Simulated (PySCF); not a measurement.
C$_{3}$H$_{3}$ (SMILES [C-]#CC), charge -1, singlet, geometry from GFN2-xTB; DF-M062X/aug-cc-pVDZ run with PySCF.

PySCF was given this input:
```python
from pyscf import gto, scf, dft
import numpy

mol = gto.Mole()
mol.atom = '''
    C     0.00179213   -0.00082963    0.34805219
    C     0.00811735   -0.00375776    1.57647903
    C    -0.00588691    0.00272522   -1.14330257
    H     0.03963094    1.02847941   -1.56026013
    H     0.85557099   -0.54993143   -1.56822380
    H    -0.91933737   -0.46737496   -1.55888795
'''
mol.basis = 'aug-cc-pvdz'
mol.charge = -1
mol.verbose = 4
mol.build()
print('smallest overlap eigenvalue', numpy.linalg.eigvalsh(mol.intor('int1e_ovlp'))[0])

mf = dft.RKS(mol)
mf.xc = 'm062x'
mf = mf.density_fit(auxbasis='def2-universal-jkfit')
mf.kernel()
```

It wrote (shortened):

```
PySCF version 2.14.0

[INPUT] verbose = 4
[INPUT] num. atoms = 6
[INPUT] num. electrons = 22
[INPUT] charge = -1
[INPUT] spin (= nelec alpha-beta = 2S) = 0
[INPUT] symmetry False subgroup None
[INPUT] Mole.unit = angstrom
[INPUT] Symbol           X                Y                Z      unit          X                Y                Z       unit  Magmom
[INPUT]  1 C      0.001792130000  -0.000829630000   0.348052190000 AA    0.003386634880  -0.001567773485   0.657723316155 Bohr   0.0
[INPUT]  2 C      0.008117350000  -0.003757760000   1.576479030000 AA    0.015339568357  -0.007101137242   2.979113607820 Bohr   0.0
[INPUT]  3 C     -0.005886910000   0.002725220000  -1.143302570000 AA   -0.011124647620   0.005149919429  -2.160528734811 Bohr   0.0
[INPUT]  4 H      0.039630940000   1.028479410000  -1.560260130000 AA    0.074891622659   1.943544409654  -2.948464328778 Bohr   0.0
[INPUT]  5 H      0.855570990000  -0.549931430000  -1.568223800000 AA    1.616794851223  -1.039219789990  -2.963513484025 Bohr   0.0
[INPUT]  6 H     -0.919337370000  -0.467374960000  -1.558887950000 AA   -1.737295845378  -0.883210671880  -2.945871284385 Bohr   0.0

nuclear repulsion = 52.0511060288377
number of shells = 39
number of NR pGTOs = 138
number of NR cGTOs = 96
basis = aug-cc-pvdz
ecp = {}
smallest overlap eigenvalue 9.623864346312277e-05

******** <class 'pyscf.df.df_jk.DFRKS'> ********
method = DFRKS
initial guess = minao
damping factor = 0
level_shift factor = 0
DIIS = <class 'pyscf.scf.diis.CDIIS'>
diis_start_cycle = 1
diis_space = 8
diis_damp = 0
SCF conv_tol = 1e-09
SCF conv_tol_grad = None
SCF max_cycles = 50
direct_scf = False
XC library pyscf.dft.libxc version 7.1.2
    S. Lehtola, C. Steigemann, M. J. T. Oliveira, and M. A. L. Marques,  SoftwareX 7, 1–5 (2018)
XC functionals = m062x
    Y. Zhao and D. G. Truhlar,  Theor. Chem. Acc. 120, 215 (2008)
    Y. Zhao and D. G. Truhlar,  Theor. Chem. Acc. 120, 215 (2008)
radial grids:
    Treutler-Ahlrichs [JCP 102, 346 (1995); DOI:10.1063/1.469408] (M4) radial grids

becke partition: Becke, JCP 88, 2547 (1988); DOI:10.1063/1.454033
pruning grids: <function nwchem_prune>
grids dens level: 3
symmetrized grids: False
atomic radii adjust function: <function treutler_atomic_radii_adjust>
small_rho_cutoff = 0
Set gradient conv threshold to 3.16228e-05
Initial guess from minao.
tot grids = 71784
******** <class 'pyscf.df.df.DF'> ********
auxbasis = def2-universal-jkfit
init E= -116.150230737361
  HOMO = -0.296606055752312  LUMO = -0.0113672051064886  gap/eV = 7.76174
cycle= 1 E= -115.906688871275  delta_E= 0.244  |g|= 0.466  |ddm|= 3.49
  HOMO = 0.0775379771189777  LUMO = 0.0993922274736869  gap/eV = 0.59468
cycle= 2 E= -115.861641142522  delta_E= 0.045  |g|= 0.605  |ddm|= 12.1
  HOMO = -0.0618723483370914  LUMO = 0.108756762401865  gap/eV = 4.64305
cycle= 3 E= -115.990187720203  delta_E= -0.129  |g|= 0.0971  |ddm|= 11.5
  HOMO = -0.0728045953519727  LUMO = 0.105498440148212  gap/eV = 4.85187
cycle= 4 E= -115.992175657568  delta_E= -0.00199  |g|= 0.053  |ddm|= 0.392
  HOMO = -0.0696340033625496  LUMO = 0.104571427365519  gap/eV = 4.74037
cycle= 5 E= -115.992911739363  delta_E= -0.000736  |g|= 0.00613  |ddm|= 0.318
  HOMO = -0.0694947235995905  LUMO = 0.104885812626417  gap/eV = 4.74514
cycle= 6 E= -115.992923346511  delta_E= -1.16e-05  |g|= 0.00234  |ddm|= 0.0381
  HOMO = -0.0692213520149269  LUMO = 0.10510974559626  gap/eV = 4.74379
cycle= 7 E= -115.99292526002  delta_E= -1.91e-06  |g|= 0.000152  |ddm|= 0.0186
  HOMO = -0.0691856207350943  LUMO = 0.105126783035201  gap/eV = 4.74328
cycle= 8 E= -115.992925291927  delta_E= -3.19e-08  |g|= 2.31e-05  |ddm|= 0.00476
  HOMO = -0.0691849692509255  LUMO = 0.105127305732958  gap/eV = 4.74328
cycle= 9 E= -115.992925292455  delta_E= -5.28e-10  |g|= 4.22e-06  |ddm|= 0.000227
  HOMO = -0.0691851357678651  LUMO = 0.105127578967659  gap/eV = 4.74329
Extra cycle  E= -115.992925292479  delta_E= -2.38e-11  |g|= 1.39e-06  |ddm|= 4.48e-05
converged SCF energy = -115.992925292479
```
